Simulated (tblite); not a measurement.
C5H10BP.
SMILES with atom numbers: `[BH3-:1][P@+:2]1([CH3:3])[CH:4]=[C:5]1[CH:6]=[CH2:7]` (hydrogens: H8, H9, H10 on B1; H11, H12, H13 on C3; H14 on C4; H15 on C6; H16, H17 on C7)
Bond orders are those of one Lewis drawing.

Computed with GFN2-xTB (tblite), gas phase: L-BFGS steps from a force-field or distance-geometry start until the largest atomic force falls under 0.01 eV/Å.

Step 23: E = -528.8742 eV
```
atom  x, y, z in Å  |  force x, y, z in eV/Å
B1     -1.9047    1.5229    0.4889   -0.016  -0.019  -0.015
P2     -0.8109   -0.0516    0.0246   -0.038  -0.009  -0.036
C3     -1.4095   -1.4449   -1.0472   -0.018  -0.081  -0.033
C4      0.2264   -0.8412    1.2810    0.081   0.018  -0.043
C5      0.9745   -0.3069    0.3186   -0.075  -0.007   0.014
C6      2.3076    0.0115   -0.0675    0.026   0.045  -0.023
C7      2.6061    0.6847   -1.1746   -0.009   0.015  -0.050
H8     -1.3672    2.4608    0.0036    0.031   0.017  -0.018
H9     -1.8861    1.5154    1.6763   -0.009   0.038   0.008
H10    -2.9634    1.2803    0.0076   -0.001  -0.033   0.008
H11    -1.5517   -1.1037   -2.0750    0.054   0.007   0.117
H12    -0.7077   -2.2773   -1.0226   -0.012   0.047  -0.048
H13    -2.3780   -1.7796   -0.6673    0.074   0.069  -0.012
H14     0.3141   -1.3160    2.2317   -0.042  -0.074   0.097
H15     3.0888   -0.2936    0.6183   -0.010  -0.023   0.051
H16     3.6131    0.9716   -1.4183    0.057  -0.060  -0.013
H17     1.8416    0.9796   -1.8722   -0.094   0.049  -0.004
```

Step 24: E = -528.8766 eV
```
atom  x, y, z in Å  |  force x, y, z in eV/Å
B1     -1.9080    1.5250    0.4908   -0.020  -0.007  -0.024
P2     -0.8130   -0.0530    0.0352   -0.064  -0.017  -0.019
C3     -1.4045   -1.4434   -1.0459    0.002  -0.053  -0.016
C4      0.2291   -0.8467    1.2868    0.057   0.026  -0.055
C5      0.9725   -0.3082    0.3227   -0.072   0.009   0.034
C6      2.3032    0.0126   -0.0690    0.043   0.004  -0.042
C7      2.6020    0.6814   -1.1787   -0.014   0.043  -0.031
H8     -1.3702    2.4574   -0.0065    0.037   0.012   0.005
H9     -1.8940    1.5303    1.6796   -0.002   0.031  -0.035
H10    -2.9653    1.2818    0.0052    0.007  -0.046   0.027
H11    -1.5394   -1.0913   -2.0718    0.037  -0.030   0.139
H12    -0.6955   -2.2703   -1.0201   -0.040   0.053  -0.065
H13    -2.3732   -1.7849   -0.6705    0.097   0.077  -0.041
H14     0.3126   -1.3290    2.2347   -0.022  -0.058   0.072
H15     3.0868   -0.3000    0.6104    0.000  -0.014   0.064
H16     3.6100    0.9646   -1.4226    0.061  -0.065  -0.014
H17     1.8397    0.9858   -1.8745   -0.106   0.034   0.001
```

**Question.** Estimate the geometry and energy of step 25. (The exact step hangs on the optimiser's Hessian estimate; all steps are aligned on step 24, rigid shifts and turns removed.)

**Answer.** E = -528.8789 eV, largest force 0.118 eV/Å
```
atom  x, y, z in Å  |  force x, y, z in eV/Å
B1     -1.9108    1.5262    0.4920   -0.018   0.015  -0.028
P2     -0.8159   -0.0551    0.0447   -0.058  -0.021   0.021
C3     -1.3996   -1.4425   -1.0445    0.035   0.000   0.018
C4      0.2322   -0.8516    1.2924    0.015   0.019  -0.038
C5      0.9701   -0.3084    0.3268   -0.036   0.030   0.039
C6      2.2995    0.0139   -0.0709    0.036  -0.035  -0.046
C7      2.5980    0.6792   -1.1833   -0.016   0.058  -0.003
H8     -1.3723    2.4539   -0.0157    0.038   0.001   0.023
H9     -1.9014    1.5448    1.6819    0.006   0.020  -0.070
H10    -2.9669    1.2823    0.0035    0.006  -0.056   0.037
H11    -1.5272   -1.0800   -2.0667    0.013  -0.047   0.107
H12    -0.6845   -2.2631   -1.0192   -0.041   0.025  -0.072
H13    -2.3675   -1.7884   -0.6739    0.078   0.063  -0.052
H14     0.3098   -1.3423    2.2386   -0.001  -0.023   0.012
H15     3.0851   -0.3059    0.6038   -0.005   0.002   0.054
H16     3.6084    0.9562   -1.4271    0.039  -0.066  -0.020
H17     1.8361    0.9927   -1.8766   -0.090   0.016   0.018
```

The energy changes by -0.0023 eV. The first-order estimate −F·Δx gives -0.0032 eV and the mean of the old and new forces, exact on a quadratic surface, -0.0023 eV. The step makes an angle of 76° with the force vector and moves no atom by more than 0.017 Å.
